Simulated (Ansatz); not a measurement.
Geometry optimisation, RKS LDA/def2-SVP (Ansatz).

Input:

```yaml
crystal:
  periodic: [false, false, false]
  atoms:
    - { symbol: Sn, position_ang: [0.199618, 0.034532, -0.071966] }
    - { symbol: H, position_ang: [0.142601, -0.116295, 1.653918] }
    - { symbol: H, position_ang: [1.843938, 0.0219, -0.579862] }
    - { symbol: H, position_ang: [-0.519463, 1.513839, -0.548541] }
    - { symbol: H, position_ang: [-0.61336, -1.293893, -0.785528] }
    - { symbol: "N", position_ang: [-2.689959, -0.081283, 1.521609] }
    - { symbol: H, position_ang: [-2.832831, -0.741289, 0.744665] }
    - { symbol: H, position_ang: [-2.74947, 0.871848, 1.136561] }
    - { symbol: H, position_ang: [-1.709773, -0.209359, 1.857643] }
basis:
  gaussian: { orbitals: def2-SVP }
hamiltonian:
  xc: lda
relax:
  f_tol: 0.03
  max_steps: 50
```

Command:

```bash
$ ansatz run input.yaml --threads 1 --pin off --max-ram 2048MiB --backend cpu --events-out ev --progress --plain --runs-dir out
```

Task: Where does it end, and by what steps?

Result: It converged. The force dipped under the threshold on the way, but the program's further checks kept it going. After 6 steps the energy has fallen by 0.052 eV; H9 moved furthest, 0.43 Å.

```json
{"step": "0", "energy less start (eV)": "0.0000", "largest force component (eV/Å)": "0.658", "accepted": "yes"}
{"step": "1", "energy less start (eV)": "-0.0307", "largest force component (eV/Å)": "0.444", "accepted": "yes"}
{"step": "2", "energy less start (eV)": "-0.0455", "largest force component (eV/Å)": "0.283", "accepted": "yes"}
{"step": "3", "energy less start (eV)": "-0.0511", "largest force component (eV/Å)": "0.022", "accepted": "yes"}
{"step": "4", "energy less start (eV)": "-0.0394", "largest force component (eV/Å)": "0.595", "accepted": "no"}
{"step": "5", "energy less start (eV)": "-0.0516", "largest force component (eV/Å)": "0.038", "accepted": "yes"}
{"step": "6", "energy less start (eV)": "-0.0517", "largest force component (eV/Å)": "0.026", "accepted": "yes"}
```

```xyz
9
Properties=species:S:1:pos:R:3
Sn 0.245 0.030 -0.046
H 0.451 -0.133 1.649
H 1.800 0.068 -0.785
H -0.567 1.494 -0.409
H -0.624 -1.307 -0.673
N -2.809 -0.044 1.420
H -2.744 -0.742 0.668
H -2.619 0.877 1.007
H -2.061 -0.244 2.097
```

Whether the end is a true minimum wasn't checked by a vibrational analysis.

The run took 9.4 s on 1 thread of Arm Neoverse V2 (shared host), peak memory 0.12 GiB.
